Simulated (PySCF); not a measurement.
**Vibration and rotation of NbP**

ROHF-CCSD(T) constants of NbP, ³Δ (triplet), unpaired electrons σ ↑, δ ↑ (PySCF, scalar-relativistic core potentials, basis sets Nb def2-TZVPP with ECP28, P def2-TZVPP; masses 92.9064 and 30.9738 u):

| Property | Result |
| --- | --- |
| ωe | 536.7 cm⁻¹ |
| ωexe | 1.52 cm⁻¹ |
| Be | 0.15682 cm⁻¹ |
| αe | 0.000566 cm⁻¹ |
| D (centrifugal) | 5.35e-08 cm⁻¹ |
| De to Nb (4d4 5s1) + P | 3.93 eV |

(1) Give the vibrational terms G(v) and spacings up to v = 6.

(2) How well does the Morse estimate ωe²/(4ωexe) reproduce De, and what is D0?

Correlated steps freeze 5 core orbitals. These are scalar-relativistic numbers at best; spin–orbit coupling would shift them, the dissociation energy most. The CCSD T1 diagnostic is raised, a sign that a single reference may not be enough here. With d or f electrons several states lie close, and the lowest PBE0 determinant need not be the measured ground state.

## Answers

(1) G(v) = ωe(v+½) − ωexe(v+½)².

```csv
v,G(v) (cm⁻¹),G(v) − G(v−1),Bv (cm⁻¹)
0,268.0,,0.1565
1,801.6,533.7,0.1560
2,1332.2,530.6,0.1554
3,1859.8,527.6,0.1548
4,2384.4,524.5,0.1543
5,2905.9,521.5,0.1537
6,3424.3,518.5,0.1531
```

(2) It gives 5.87 eV, 149 % of the computed De. D0 = De − G(0) = 3.93 − 0.03 = 3.90 eV.
